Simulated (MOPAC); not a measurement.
MOPAC input (PM7):

```
PM7 1SCF CHARGE=-1 GEO-OK AUX(PRECISION=9) THREADS=1
BF2S

B     0.06491544 1   -0.21498043 1    0.25707852 1
F     1.22275782 1   -0.93661742 1    0.43030786 1
F    -0.78669751 1   -0.50748319 1    1.29658072 1
S    -0.26557000 1    0.87948797 1   -1.05171187 1
```

Output:

```
 *******************************************************************************
 **                                                                           **
 **                              MOPAC v23.2.5                                **
 **                                                                           **
 *******************************************************************************
 ** MOPAC's Digital Object Identifier: https://doi.org/10.5281/zenodo.6511958 **
 **                                                                           **
 ** Please cite the open-source release paper for use of this MOPAC version:  **
 ** J. E. Moussa and J. J. P. Stewart (2026)                                  **
 ** MOPAC: An open-source semiempirical molecular orbital program             **
 ** J. Open Source Softw., 11(119), 8025, https://doi.org/10.21105/joss.08025 **
 *******************************************************************************

                              PM7 CALCULATION RESULTS

 *******************************************************************************
 *  PM7        - The PM7 Hamiltonian to be used
 *  GEO-OK     - OVERRIDE INTERATOMIC DISTANCE AND OTHER SAFETY CHECKS
 *
 *
 *
 *                 CHARGE ON SYSTEM = -1
 *
 *
 *
 *  1SCF       - DO 1 SCF AND THEN STOP
 *  AUX        - OUTPUT AUXILIARY INFORMATION
 *******************************************************************************
PM7 1SCF CHARGE=-1 GEO-OK AUX(PRECISION=9) THREADS=1
 BF2S

   ATOM   CHEMICAL          X               Y               Z
  NUMBER   SYMBOL      (ANGSTROMS)     (ANGSTROMS)     (ANGSTROMS)

     1       B          0.06491544  *  -0.21498043  *   0.25707852  *
     2       F          1.22275782  *  -0.93661742  *   0.43030786  *
     3       F         -0.78669751  *  -0.50748319  *   1.29658072  *
     4       S         -0.26557000  *   0.87948797  *  -1.05171187  *

          CARTESIAN COORDINATES

    NO.       ATOM           X           Y           Z

     1         B          0.0649     -0.2150      0.2571
     2         F          1.2228     -0.9366      0.4303
     3         F         -0.7867     -0.5075      1.2966
     4         S         -0.2656      0.8795     -1.0517

 General Reference for PM7:
 "Optimization of Parameters for Semiempirical Methods VI: More Modifications to the
 NDDO Approximations and Re-optimization of Parameters", J. J. P. Stewart, J. Mol. Mod., 1:32, 19 (2013)
 https://link.springer.com/article/10.1007/s00894-012-1667-x

           Empirical Formula: B F2 S  =     4 atoms

      MOLECULAR POINT GROUP   :   C2v

      RHF CALCULATION, NO. OF DOUBLY OCCUPIED LEVELS = 12

 -------------------------------------------------------------------------------
 PM7 1SCF CHARGE=-1 GEO-OK AUX(PRECISION=9) THREADS=1
 BF2S

     1SCF WAS SPECIFIED, SO BFGS WAS NOT USED
     SCF FIELD WAS ACHIEVED

                              PM7 CALCULATION
                                                       MOPAC v23.2.5 Linux

          FINAL HEAT OF FORMATION =       -228.50079 KCAL/MOL =    -956.04731 KJ/MOL

          COSMO AREA              =         96.37 SQUARE ANGSTROMS
          COSMO VOLUME            =         79.86 CUBIC ANGSTROMS

          IONIZATION POTENTIAL    =          3.631643 EV
          HOMO LUMO ENERGIES (EV) =         -3.632  4.010
          NO. OF FILLED LEVELS    =         12
          MOLECULAR WEIGHT        =         80.8668         POINT GROUP:  C2v

          MOLECULAR DIMENSIONS (Angstroms)

            Atom       Atom       Distance
            S     4    F     3     2.77664
            F     3    F     2     2.04224
            F     2    B     1     0.00000

          SCF CALCULATIONS        =          1

   ATOM   CHEMICAL          X               Y               Z
  NUMBER   SYMBOL      (ANGSTROMS)     (ANGSTROMS)     (ANGSTROMS)

     1       B          0.06491544  *  -0.21498043  *   0.25707852  *
     2       F          1.22275782  *  -0.93661742  *   0.43030786  *
     3       F         -0.78669751  *  -0.50748319  *   1.29658072  *
     4       S         -0.26557000  *   0.87948797  *  -1.05171187  *

                             CARTESIAN COORDINATES

   1    B        0.064915440    -0.214980430     0.257078520
   2    F        1.222757820    -0.936617420     0.430307860
   3    F       -0.786697510    -0.507483190     1.296580720
   4    S       -0.265570000     0.879487970    -1.051711870

           Empirical Formula: B F2 S  =     4 atoms

      MOLECULAR POINT GROUP   :   C2v

                  EIGENVALUES
 -34.66623 -34.56600 -19.82158 -12.20576 -11.25902 -11.03841 -10.51466  -9.98487
  -9.54382  -5.88960  -3.96047  -3.63164   4.01018   5.33688   5.88984   6.12390
   6.13402   6.13425   7.14600   7.20810   8.71209

              NET ATOMIC CHARGES AND DIPOLE CONTRIBUTIONS

  ATOM NO.   TYPE          CHARGE      No. of ELECS.   s-Pop       p-Pop       d-Pop
    1          B           0.430934        2.5691     0.69431     1.87476
    2          F          -0.346398        7.3464     1.95222     5.39418
    3          F          -0.346398        7.3464     1.95222     5.39418
    4          S          -0.738138        6.7381     1.94298     4.75439     0.04077
 DIPOLE           X         Y         Z       TOTAL
 POINT-CHG.     0.378    -1.253     1.499     1.990
 HYBRID         0.139    -0.459     0.549     0.730
 SUM            0.517    -1.713     2.048     2.719

          ATOMIC ORBITAL ELECTRON POPULATIONS

     Atom    s        px        py        pz      x^2-y^2     xz        z^2       yz        xy
    1  B   0.69431   0.58291   0.62291   0.66893
    2  F   1.95222   1.63106   1.81401   1.94911
    3  F   1.95222   1.78549   1.92322   1.68547
    4  S   1.94298   1.86688   1.45919   1.42832   0.00589   0.00382   0.00810   0.02136   0.00160

 **********************
 *                    *
 * JOB ENDED NORMALLY *
 *                    *
 **********************

 == MOPAC DONE ==
```

The dipole moment of an ion depends on the origin.

The geometry given is a B3LYP-D3(BJ)/def2-TZVP minimum.
